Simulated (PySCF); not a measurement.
PySCF input (TPSSh/def2-TZVPD):

```python
from pyscf import gto, scf, dft

mol = gto.M(
    atom='''
    Si    0.10447289   -0.70281868   -0.24812556
    C     1.36866695    0.78789232    0.01153212
    C    -1.48830673    0.19376434    0.49148243
    H    -0.21077650   -0.38543233   -1.73180232
    H     0.97139220    1.76116089   -0.30850024
    H     2.30008238    0.60891432   -0.53879389
    H     1.63941958    0.87418218    1.07118242
    H    -2.39856398   -0.36820260    0.25054371
    H    -1.62217908    1.22180930    0.12720042
    H    -1.42415643    0.23708976    1.58584038
    ''',
    basis='def2-tzvpd',
    charge=-1,
    spin=0,
    verbose=4,
)

mf = dft.RKS(mol, xc='tpssh').density_fit(auxbasis='def2-universal-jkfit')
mf.grids.level = 3
mf.conv_tol = 1e-9
mf.max_cycle = 100
mf.max_memory = 1500
mf.kernel()
if not mf.converged:
    mf = mf.newton()
    mf.kernel(mf.make_rdm1())
mf.analyze()
```

End of the output:

```
Extra cycle  E= -369.978121930466  delta_E= 7.33e-12  |g|= 1.46e-05  |ddm|= 0.000121
converged SCF energy = -369.978121930466
**** SCF Summaries ****
Total Energy =                        -369.978121930466443
Nuclear Repulsion Energy =             103.060110047071433
One-electron Energy =                 -719.583858747802424
Two-electron Energy =                  246.545626770264533
Two-electron Coulomb Energy =          281.131795489038154
DFT Exchange-Correlation Energy =      -34.586168718773614
HOMO-LUMO gap [eV] =                     3.135803760048301
**** MO energy ****
MO #1   energy= -65.7349379445415  occ= 2
MO #2   energy= -9.90737669997651  occ= 2
MO #3   energy= -9.90737429057344  occ= 2
MO #4   energy= -4.96356380806187  occ= 2
MO #5   energy= -3.31156667573405  occ= 2
MO #6   energy= -3.31155725320485  occ= 2
MO #7   energy= -3.30784530067976  occ= 2
MO #8   energy= -0.491130502650394 occ= 2
MO #9   energy= -0.470398181586163 occ= 2
MO #10  energy= -0.241509593073935 occ= 2
MO #11  energy= -0.208136527268365 occ= 2
MO #12  energy= -0.206117956821523 occ= 2
MO #13  energy= -0.19056593386801  occ= 2
MO #14  energy= -0.187584873377325 occ= 2
MO #15  energy= -0.0809851948115869 occ= 2
MO #16  energy= -0.0789693172970477 occ= 2
MO #17  energy= 0.0307153813101202 occ= 2
MO #18  energy= 0.145954044924812  occ= 0
MO #19  energy= 0.149879590659116  occ= 0
MO #20  energy= 0.16727372521818   occ= 0
MO #21  energy= 0.200744172237469  occ= 0
MO #22  energy= 0.203704281938457  occ= 0
MO #23  energy= 0.21591558520557   occ= 0
MO #24  energy= 0.21709784829336   occ= 0
MO #25  energy= 0.225735881732109  occ= 0
MO #26  energy= 0.238489376760577  occ= 0
MO #27  energy= 0.240940307257511  occ= 0
MO #28  energy= 0.255591040115758  occ= 0
MO #29  energy= 0.265317553017509  occ= 0
MO #30  energy= 0.280285145132323  occ= 0
MO #31  energy= 0.290824848991992  occ= 0
MO #32  energy= 0.294088330123245  occ= 0
MO #33  energy= 0.300488178536103  occ= 0
MO #34  energy= 0.305429972215111  occ= 0
MO #35  energy= 0.31920411070498   occ= 0
MO #36  energy= 0.333151794479719  occ= 0
MO #37  energy= 0.334775684468347  occ= 0
MO #38  energy= 0.358361428776027  occ= 0
MO #39  energy= 0.358701811095218  occ= 0
MO #40  energy= 0.387610977653556  occ= 0
MO #41  energy= 0.394356347618217  occ= 0
MO #42  energy= 0.399822180500933  occ= 0
MO #43  energy= 0.403918080223358  occ= 0
MO #44  energy= 0.408426626358124  occ= 0
MO #45  energy= 0.411920668047452  occ= 0
MO #46  energy= 0.425124174119565  occ= 0
MO #47  energy= 0.426796431875384  occ= 0
MO #48  energy= 0.4402973526879    occ= 0
MO #49  energy= 0.442447496139688  occ= 0
MO #50  energy= 0.448279714128009  occ= 0
MO #51  energy= 0.461698436018827  occ= 0
MO #52  energy= 0.468333655296994  occ= 0
MO #53  energy= 0.470749945744277  occ= 0
MO #54  energy= 0.482183068004857  occ= 0
MO #55  energy= 0.489945889702113  occ= 0
MO #56  energy= 0.506849656732633  occ= 0
MO #57  energy= 0.52986601084339   occ= 0
MO #58  energy= 0.540185587675384  occ= 0
MO #59  energy= 0.54037964883125   occ= 0
MO #60  energy= 0.563437053643527  occ= 0
MO #61  energy= 0.564595815284417  occ= 0
MO #62  energy= 0.573321607239848  occ= 0
MO #63  energy= 0.585851718837467  occ= 0
MO #64  energy= 0.593439396022139  occ= 0
MO #65  energy= 0.606372280798993  occ= 0
MO #66  energy= 0.613341249699638  occ= 0
MO #67  energy= 0.623295874097171  occ= 0
MO #68  energy= 0.62695736360785   occ= 0
MO #69  energy= 0.634823718938104  occ= 0
MO #70  energy= 0.647204454394126  occ= 0
MO #71  energy= 0.687039844522748  occ= 0
MO #72  energy= 0.687631877073524  occ= 0
MO #73  energy= 0.719560332051758  occ= 0
MO #74  energy= 0.731441489180922  occ= 0
MO #75  energy= 0.776627807850514  occ= 0
MO #76  energy= 0.783586973506334  occ= 0
MO #77  energy= 0.804037455458187  occ= 0
MO #78  energy= 0.81464494024575   occ= 0
MO #79  energy= 0.816664953431827  occ= 0
MO #80  energy= 0.823331924001469  occ= 0
MO #81  energy= 0.849959627184471  occ= 0
MO #82  energy= 0.853396570769496  occ= 0
MO #83  energy= 0.871237595185225  occ= 0
MO #84  energy= 0.884159188564932  occ= 0
MO #85  energy= 0.89121239840756   occ= 0
MO #86  energy= 0.896518025794159  occ= 0
MO #87  energy= 0.904710236735571  occ= 0
MO #88  energy= 0.935362770368595  occ= 0
MO #89  energy= 0.982370100961624  occ= 0
MO #90  energy= 1.08022650448141   occ= 0
MO #91  energy= 1.09337498544927   occ= 0
MO #92  energy= 1.11402492140203   occ= 0
MO #93  energy= 1.13162882596866   occ= 0
MO #94  energy= 1.19228698686466   occ= 0
MO #95  energy= 1.21846955850881   occ= 0
MO #96  energy= 1.24654508050732   occ= 0
MO #97  energy= 1.28686988514199   occ= 0
MO #98  energy= 1.32137806812034   occ= 0
MO #99  energy= 1.353522567025     occ= 0
MO #100 energy= 1.37592284546889   occ= 0
MO #101 energy= 1.40580471678039   occ= 0
MO #102 energy= 1.42699823588441   occ= 0
MO #103 energy= 1.46765019409932   occ= 0
MO #104 energy= 1.4797802123085    occ= 0
MO #105 energy= 1.50560436583799   occ= 0
MO #106 energy= 1.54782035992866   occ= 0
MO #107 energy= 1.57591868463656   occ= 0
[...]
```

It need not be the lowest isomer of its formula. Whether it binds its extra electron was not tested at this geometry.
